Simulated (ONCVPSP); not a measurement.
Potentials for germanium (Ge) compared

Generated with ld1.x 7.5 (TM, RRKJ, ultrasoft, PAW), atompaw 4.2 or ONCVPSP 4.0.1. The cutoff is in Ry: for ld1.x and atompaw files where the sum of valence levels is converged to 10 mRy in a Bessel basis, for ONCV files where the hardest occupied wave has 1 mHa per electron of residual kinetic energy. The error is the largest all-electron minus pseudo excitation energy over each file’s own four to seven test configurations (ionisations up to +4, promotions, holes and added fractions of an electron), all of which were solved. The labels leave out finer settings (local radius, basis sizes, second energies), which also bear on the numbers. Spin-polarised tests are not counted. The rows are a selection from randomly drawn settings: files with unsolved tests, undetermined cutoffs or missed reference levels are left out.

A true bound ghost makes a file unfit for plane-wave use even where its test errors are small: the radial tests pick states by their node count and pass the ghost by.

```csv
potential,cutoff (Ry),largest error (meV),bound ghosts
"ONCV, PBE, scalar-relativistic, rc 0.95/1.05/0.90 (spd), local d, core correction yes, reference 3s2 3p6 3d10 4s2 4p1, qcut 10.1/11/14.9, projectors 2/2/0",286,-128,s
"ONCV, BLYP, scalar-relativistic, rc 1.65/1.60 (sp), local smoothed, core correction no, reference 4s2 4p2, qcut 3.1/4.4, projectors 2/2",89,+340,none
"ONCV, LDA (Perdew-Zunger), scalar-relativistic, rc 1.85/2.25/0.75 (spd), local smoothed, core correction yes, reference 3d10 4s2 4p1.75, qcut 3.1/3.9/17.5, projectors 2/1/1",273,-7.5,"s, p"
```

Problem. Fill in the row for Ge: ONCV, PBE, scalar-relativistic, rc 1.65/1.75 (sp), local smoothed, core correction yes, reference 4s2, qcut 4.2/4.9, projectors 2/2.

Solution. cutoff 18 Ry, largest error +73 meV, bound ghosts: none.

Problem. Fill in the row for Ge: ONCV, PBE, scalar-relativistic, rc 1.05/1.25/0.70/1.30 (spdf), local smoothed, core correction yes, reference 3s2 3p6 3d10 4s2 4p1, qcut 13/9.7/25.6/8.4, projectors 3/2/3/2.

Solution. cutoff 444 Ry, largest error -164 meV, bound ghosts: none.

Problem. Fill in the row for Ge: ONCV, LDA (Perdew-Zunger), scalar-relativistic, rc 1.20/0.85/1.00 (spd), local smoothed, core correction yes, reference 3s2 3p6 3d10 4s2, qcut 10.7/19.6/14.4, projectors 2/2/3.

Solution. cutoff 184 Ry, largest error -4.5 meV, bound ghosts: none.
